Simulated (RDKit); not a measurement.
Input file for RDKit: UFF on CH3F (SMILES CF).

```python
from rdkit import Chem
from rdkit.Chem import AllChem, rdDetermineBonds

blocks = [
'''5

C    -0.06550961    0.00984214    0.00682586
F     1.30105808   -0.19539971   -0.13594493
H    -0.33696811   -0.14193019    1.05234885
H    -0.30196603    1.03024945   -0.29764210
H    -0.59651434   -0.70276168   -0.62568768
''',
]
mol = None
for b in blocks:
    f = Chem.MolFromXYZBlock(b)
    rdDetermineBonds.DetermineBonds(f, charge=0)
    mol = f if mol is None else Chem.CombineMols(mol, f)
Chem.SanitizeMol(mol)
print(Chem.MolToSmiles(Chem.RemoveHs(mol)))
ff = AllChem.UFFGetMoleculeForceField(mol, vdwThresh=100.0, ignoreInterfragInteractions=False)
e = ff.CalcEnergy()
print(f'UFF energy {e:.6f} kcal/mol')
```

Output:

```
CF
UFF energy 0.406449 kcal/mol
```

The run finished.

Cost: very roughly 0.020 core-seconds.
